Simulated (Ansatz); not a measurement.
C2H7ClO2Si2, SMILES `O[SiH](O)/C=C\[SiH2]Cl`, charge 0, multiplicity 1.

**Question.** Give a relaxed structure at PBE0-D4/def2-TZVP (Ansatz 0.2.0). (Best estimate.)

**Answer.** Computed: 
Z-matrix (Å, degrees):
```
Si
O 1 1.636
C 1 1.859 2 104.6
O 1 1.641 2 109.2 3 120.1
H 1 1.489 2 111.3 3 -119.4
H 2 0.958 1 117.8 3 -177.9
C 3 1.337 1 127.0 2 135.3
H 3 1.092 1 115.8 2 -45.7
H 4 0.961 1 117.1 2 155.4
Si 7 1.863 3 128.9 1 -0.9
H 7 1.092 3 117.7 1 179.0
Cl 10 2.079 7 111.4 3 57.9
H 10 1.478 7 114.5 3 -63.9
H 10 1.482 7 107.9 3 173.2
```
This is one stationary point; other conformers may exist.
